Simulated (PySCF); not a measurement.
Ti⁺: excitation energy

Ti⁺ [Ar] 3d2 4s1 (4F) → Ti⁺ [Ar] 3d3 (4F), as a difference of total energies. Calculation: PySCF 2.14, in aug-cc-pVTZ with one added diffuse shell each of s, p, d, f, g type (9s8p6d4f3g, 118 functions); no relativity, point nucleus. Correlated levels: valence: [Ar] frozen. The calculations carry no spin-orbit coupling.

| method | excitation energy (cm⁻¹) |
| --- | --- |
| UHF | 3855.5 |
| LDA | -3248.0 |
| PBE | -2877.7 |
| PBE0 | -2287.6 |
| r2SCAN | -2754.8 |
| BP86 | -2853.9 |
| B97-3 | -2361.9 |
| CAM-B3LYP | -2054.0 |
| MP2 (valence) | 1822.2 |
| SCS-MP2 (valence) | 3177.8 |

Question: How much does correlation contribute at MP2 (valence)?

Answer: 1822.2 − (3855.5) = -2033.3 cm⁻¹, measured against UHF.

These non-relativistic numbers lack the scalar-relativistic shift.

Errors of the correlated levels include the incompleteness of this basis and the frozen core.

For comparison: 860.27 cm⁻¹ (measured; NIST levels, between the centres of gravity of the two terms).
